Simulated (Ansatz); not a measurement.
Molecule: CAuClO (charge 0, singlet). 
Geometry from a B3LYP-D3(BJ)/def2-TZVP (Ansatz, a program for electronic structure) optimisation:
SMILES: [O+]#[C-]->[Au][Cl]
```xyz
4

Au     0.0000     0.0000    -0.0230
Cl     0.0000     0.0000     2.2276
O      0.0000     0.0000    -3.0591
C      0.0000     0.0000    -1.9301
```
Charge 0, spin multiplicity 1.

Basis-set convergence of Hartree-Fock and CCSD(T) correlation energies (hartree) with Ansatz. Cores are frozen in the correlated levels unless marked. Spin-orbit coupling is left out. Frozen are the shells of the preceding noble gas and the d and f shells that filled before the atom's block. Past Kr the def2 sets carry scalar-relativistic core potentials.

| basis | functions | E(HF) | E(corr, CCSD(T)) |
|---|---|---|---|
| def2-SVP | 78 | -706.84292 | -0.73667 |
| def2-TZVPP | 160 | … | … |

Question: Fill in the missing entries.

Answer: 
- def2-TZVPP, E(HF): -707.15407
- def2-TZVPP, E(corr, CCSD(T)): -0.98586
